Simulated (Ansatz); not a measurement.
Ansatz (a quantum-chemistry and plane-wave program) input (B3LYP/STO-3G):

Ansatz 0.2 input:
```yaml
crystal:
  periodic: [false, false, false]
  atoms:
    - {symbol: B, position_ang: [-0.44724455, -0.28636608, -0.00923823]}
    - {symbol: O, position_ang: [-0.62355583, 1.04373518, 0.11723837]}
    - {symbol: O, position_ang: [0.69042876, -1.00091713, -0.11585705]}
    - {symbol: H, position_ang: [0.17630645, 1.59392170, 0.13719066]}
    - {symbol: H, position_ang: [1.52493286, -0.50463571, -0.10205006]}
basis:
  gaussian:
    orbitals: STO-3G
hamiltonian:
  xc: {name: B3LYP}
magnetization: {spin_polarized: true, initial_magnetization: 1}
output: {forces: true}
```

Output:

```
Functional definition: B3LYP
integrals: 0.01 GiB planned
235 factors; integrals over basis functions are off by at most 6.3e-5 eV
mean field: 0.07 GiB planned
mean field evaluation 1: about -4735.4154 eV, gradient 1.2e1 eV
mean field evaluation 2: about -4735.7724 eV, gradient 1.1e1 eV
mean field evaluation 4: about -4736.4459 eV, gradient 3.2e-1 eV
mean field evaluation 8: about -4736.4304 eV, gradient 2.0e-3 eV
mean field -4736.43038647 eV, -174.0606062349 hartree, gradient 4.7e-5 eV, S^2 0.752865; 0 other end points of the search recorded, 0 dependent functions left out
the calculation of the forces begins
reference -4736.43051783 eV, -174.0606110623 hartree; 12, 11 occupied and 5, 6 virtual orbitals, 235 factors
Total energy: -4736.43051783 eV, -174.0606110623 hartree
Atom 0 at    -0.447245    -0.286366    -0.009238 Å, force    -0.303228    -0.194154    -0.006263 eV/Å
Atom 1 at    -0.623556     1.043735     0.117238 Å, force    -2.790666    -0.815445     0.029949 eV/Å
Atom 2 at     0.690429    -1.000917    -0.115857 Å, force    -1.906121    -2.191859    -0.126965 eV/Å
Atom 3 at     0.176306     1.593922     0.137191 Å, force     2.584279     1.469597     0.036691 eV/Å
Atom 4 at     1.524933    -0.504636    -0.102050 Å, force     2.415737     1.731861     0.066589 eV/Å
Dipole moment:     0.466144     0.298467     0.009629 e Å
```

The geometry given is a B3LYP-D3(BJ)/def2-TZVP minimum.
